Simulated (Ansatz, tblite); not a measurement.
Spin states of Te4, each relaxed with PBE-D4/def2-SVP in Ansatz. Electronic energies in the gas phase.

In the def2 sets Te takes a core potential; there is no spin–orbit coupling. The xTB rows come from tblite. Correlated methods freeze 16 core orbitals; core or outer-core shells of Te are correlated, in sets that lack core-valence functions. The rows differ in basis, and correlated rows in double-zeta sets carry the largest basis error. In CCSD on the charge 0 quintet the largest single amplitude is 0.35, so its Hartree–Fock determinant may place the open shell otherwise than the density functionals do. The structure comes from a short search, and lower isomers may exist.

Singlet geometry (D2d within 0.1 Å):

```xyz
4

Te    1.069   -1.574   -0.348
Te   -1.459   -0.606   -1.116
Te   -1.156    1.067    1.126
Te    1.546    1.113    0.339
```

Triplet geometry (D2h within 0.1 Å):

```xyz
4

Te    0.9671    1.4291    1.2011
Te   -1.1618   -0.4111    1.4246
Te   -0.9725   -1.4231   -1.2038
Te    1.1672    0.4052   -1.4219
```

Quintet geometry (D2h within 0.1 Å):

Cartesian coordinates in Å:
```
Te -0.3783 -1.6520 1.1620
Te -2.0180 0.0595 -0.3890
Te 0.3784 1.6516 -1.1625
Te 2.0179 -0.0592 0.3895
```

⟨S²⟩: triplet 2.01 at PBE0-D4/def2-TZVP (pure 2.00), quintet 6.01 at PBE0-D4/def2-TZVP (pure 6.00).

Run but left out: HF/def2-SVP, HF/def2-TZVP, MP2/def2-SVP, MP2/def2-TZVP (quintet: a determinant that CCSD turns far, T1 0.051).

Only these spin states were relaxed.

Question: Estimate which spin state lies lowest at each of these levels, and by how much: GFN1-xTB; GFN2-xTB; PBE-D4/def2-TZVP; r2SCAN-D4/def2-TZVP; B97M-V/def2-TZVP; PBE0-D4/def2-TZVP; B2PLYP/def2-TZVP; CCSD/def2-SVP; CCSD(T)/def2-SVP.

Answer: 
| level | triplet − singlet (kJ/mol) | quintet − singlet (kJ/mol) | lowest of these | remarks |
| --- | --- | --- | --- | --- |
| GFN1-xTB | 100.4 | 349.2 | singlet | – |
| GFN2-xTB | 130.9 | 392.0 | singlet | – |
| PBE-D4/def2-TZVP | 11.2 | 134.9 | singlet | – |
| r2SCAN-D4/def2-TZVP | 11.1 | 136.2 | singlet | – |
| B97M-V/def2-TZVP | 27.9 | 155.1 | singlet | – |
| PBE0-D4/def2-TZVP | 36.1 | 178.6 | singlet | – |
| B2PLYP/def2-TZVP | 26.9 | 175.5 | singlet | – |
| CCSD/def2-SVP | 59.1 | 234.3 | singlet | large T1 (0.051) (quintet) |
| CCSD(T)/def2-SVP | 43.8 | 234.8 | singlet | large T1 (0.051) (quintet) |

Change of the quintet − singlet gap on mixing in exact exchange, in kJ/mol: PBE to PBE0 (25 % exact exchange) 43.7. The xTB methods have no term that favours high spin, so they put low spin too low.
